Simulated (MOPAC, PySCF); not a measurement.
H₃BS₂, SMILES `SBS` (H–S–B–S torsion 0°, S–B–S–H torsion 0°), neutral singlet in the gas phase. 

Cartesian coordinates (Å):
```xyz
6

S     -1.5397     0.4163    -0.5567
B      0.2064     0.7147    -0.3635
S      1.5262    -0.4631    -0.1492
H     -1.5395    -0.9268    -0.4905
H      0.5370     1.8594    -0.3805
H      0.8096    -1.6005    -0.1780
```
Charge 0, multiplicity 1.

All levels are single points at this geometry (PBE0-D4/def2-TZVP); Pople sets use spherical d functions. Orbital energies aren't observables, and empty levels follow the basis.

| level | HOMO (eV) | LUMO (eV) | gap (eV) | dipole (D) | vertical IE, Delta-SCF (eV) |
|---|---|---|---|---|---|
| B3LYP-D3(BJ)/def2-TZVP in PySCF | -7.39 | -1.09 | 6.30 | 1.45 | – |
| PBE-D3(BJ)/def2-TZVP in PySCF | -6.49 | -1.83 | 4.66 | 1.52 | – |
| PBE0-D4/def2-TZVP in PySCF | -7.64 | -0.93 | 6.71 | 1.49 | – |
| B3LYP/3-21G in PySCF | -7.55 | -1.00 | 6.55 | 1.84 | – |
| B3LYP/6-31G* in PySCF | -7.32 | -0.84 | 6.48 | 1.57 | 9.73 |
| PBE/6-31G* in PySCF | -6.42 | -1.61 | 4.82 | 1.68 | 9.57 |
| HF/STO-3G in PySCF | -7.34 | 7.58 | 14.93 | 1.44 | – |
| PM3 in MOPAC | -9.64 | -0.30 | 9.34 | 2.30 | – |
| PM7 in MOPAC | -9.32 | -1.74 | 7.58 | 1.75 | – |
